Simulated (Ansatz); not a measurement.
Correlation energies of C2H5Cl2In, SMILES `C[CH2][In]([Cl])[Cl]` by basis set

```xyz
10

C    -0.954    0.371   -0.995
C     0.493    0.136   -0.598
In    0.733   -0.487    1.440
Cl   -1.075   -0.682    2.896
Cl    2.736   -1.043    2.483
H    -1.559   -0.532   -0.895
H    -1.016    0.693   -2.039
H    -1.427    1.144   -0.386
H     1.102    1.037   -0.704
H     0.968   -0.639   -1.204
```

The species carries charge 0 and has multiplicity 1. Correlated methods include outer-core shells of In, which these sets cover unevenly. In: def2 effective core potential. All single points use the PBE0-D4/def2-TZVP geometry. It is one conformer, not always the lowest. Frozen core, restricted reference, Ansatz.

| basis | HF (Eh) | MP2 corr. | CCSD corr. | (T) | CCSD(T) total |
| --- | --- | --- | --- | --- | --- |
| def2-SVP | -1186.61736 | -0.63313 | -0.68980 | -0.01856 | -1187.32572 |
| def2-TZVPP | -1187.02664 | -1.00914 | -1.05582 | -0.04133 | -1188.12379 |
| def2-QZVPP | -1187.05717 | -1.25986 | – | – | – |
